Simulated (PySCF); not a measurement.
**Reproducing measurements on styrene**

**Measured values to compare with.**

NIST CCCBDB Release 22 (SRD 101), experimental polarizabilities lists, for the gas: mean polarisability 14.409 Å³.

The runs below try to reproduce these values; the comparison stands at the end.

Species: styrene, C8H8.
Atom-mapped SMILES: `[CH2:1]=[CH:2][c:3]1[cH:4][cH:5][cH:6][cH:7][cH:8]1` (hydrogens: H9, H10 on C1; H11 on C2; H12 on C4; H13 on C5; H14 on C6; H15 on C7; H16 on C8)

Cartesian coordinates in Å at the GFN2-xTB level; atoms count from 1:
```xyz
16
C8H8 angstrom
C     -2.512    0.618    1.194
C     -1.787   -0.316    0.592
C     -0.420   -0.183    0.102
C      0.186   -1.283   -0.509
C      1.479   -1.209   -0.991
C      2.197   -0.031   -0.873
C      1.610    1.070   -0.269
C      0.317    0.997    0.212
H     -2.142    1.611    1.389
H     -3.519    0.421    1.521
H     -2.227   -1.294    0.430
H     -0.368   -2.207   -0.604
H      1.929   -2.071   -1.461
H      3.208    0.030   -1.249
H      2.165    1.992   -0.174
H     -0.122    1.865    0.678
```

The PySCF runs (gas phase, on this GFN2-xTB geometry; no spin–orbit coupling):

```
            level                                                                job  basis functions  wall time
wB97X-D/def2-SVPD  8 singlets by full TDDFT, 3 Tamm–Dancoff triplets, polarisability              224       53 s
```

Hardware: an Arm Neoverse V1 with one thread (shared host).

**Comparison with experiment**

**Mean polarisability.** Measured: 14.409 Å³ (NIST CCCBDB Release 22 (SRD 101), experimental polarizabilities).

```csv
level,computed (Å³),computed − measured (Å³),% (from the printed values)
wB97X-D/def2-SVPD,14.091,-0.318,-2
```

The computed values are static and purely electronic, with core orbitals frozen in the response (1 au = 0.148185 Å³). The table of measured values doesn't say here whether a value is static or optical, or holds a vibrational part.

No measured geometry was used, and the causes of the misses weren't examined.
